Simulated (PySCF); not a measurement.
A geometry optimisation on `FP(F)[Te][SiH3]` (SiH3TePF2).

Computed with PBE0-D3(BJ)/def2-SVP geometry optimisation, gas phase, def2 core potentials past Kr (PySCF 2.14.0). Start geometry: GFN2-xTB. The input is one job of a driver script: a line of settings, then coordinates in Å.

Input:
```
{"job": {"xc": "PBE0", "basis": "def2-SVP", "d3": "d3bj", "grid": 1, "maxiter": 30, "shake": 0.01, "kind": "geom"}, "charge": 0, "multiplicity": 1}
F      2.646160    -1.666690     0.597220
P      1.654840    -0.358020     0.817720
F      2.859630     0.683960     0.521970
Te     0.569850    -0.315400    -1.375720
Si    -1.614600     0.315390    -0.260060
H     -1.557440     1.684850     0.281850
H     -1.915550    -0.605020     0.834920
H     -2.587750     0.241780    -1.314890
```

**Question.** Give the output.

**Answer.** 
```
step   0  E = -1099.63412821  max force = 0.030460
step   1  E = -1099.63806469  max force = 0.003429
step   2  E = -1099.63819760  max force = 0.000851
step   3  E = -1099.63821536  max force = 0.000324
step   4  E = -1099.63823017  max force = 0.000454
step   5  E = -1099.63826162  max force = 0.001782
step   6  E = -1099.63824035  max force = 0.003708
step   7  E = -1099.63829507  max force = 0.002433
step   8  E = -1099.63833156  max force = 0.000926
step   9  E = -1099.63830463  max force = 0.000731
step  10  E = -1099.63830875  max force = 0.000581
step  11  E = -1099.63829824  max force = 0.000552
step  12  E = -1099.63827967  max force = 0.000616
step  13  E = -1099.63828892  max force = 0.000613
step  14  E = -1099.63829426  max force = 0.000240
step  15  E = -1099.63829451  max force = 0.000149
step  16  E = -1099.63829496  max force = 0.000132
optimisation converged
```

Energies in Eh; «max force» is the largest Cartesian gradient component in Eh/bohr.

**Question.** At which steps does the energy rise by more than 1e-5 Eh?

**Answer.** At steps 6 (+0.02 mEh), 9 (+0.03 mEh), 11 (+0.01 mEh) and 12 (+0.02 mEh).

**Question.** How much energy does the optimisation release, in kJ/mol?

**Answer.** E(step 0) − E(last step) = 0.004167 Eh, which is 10.9 kJ/mol.

In short: final energy -1099.63829 Eh after 16 steps; dipole 1.95 D.

**Question.** Where do the atoms end?

**Answer.** 0.228 Å rms from the input after alignment:
```
atom  x, y, z in Å
F1     2.6241   -1.4660    0.6713
P2     1.7835   -0.0934    0.6478
F3     2.9591    0.8278    0.0468
Te4    0.4227   -0.4584   -1.4253
Si5   -1.6279    0.1941   -0.1315
H6    -1.4063    1.5012    0.5537
H7    -1.9837   -0.8410    0.8820
H8    -2.7168    0.3165   -1.1419
```

**Question.** How long does this job take on one thread, Arm Neoverse V1 (aarch64), shared host with 32 logical CPUs at a one-minute load of 19? And the peak memory of the process?

**Answer.** About 86 s, with 0.44 GiB resident at the peak, the Python interpreter and its libraries included.
Labels such as C1 count atoms from 1, the log's own numbers from 0.
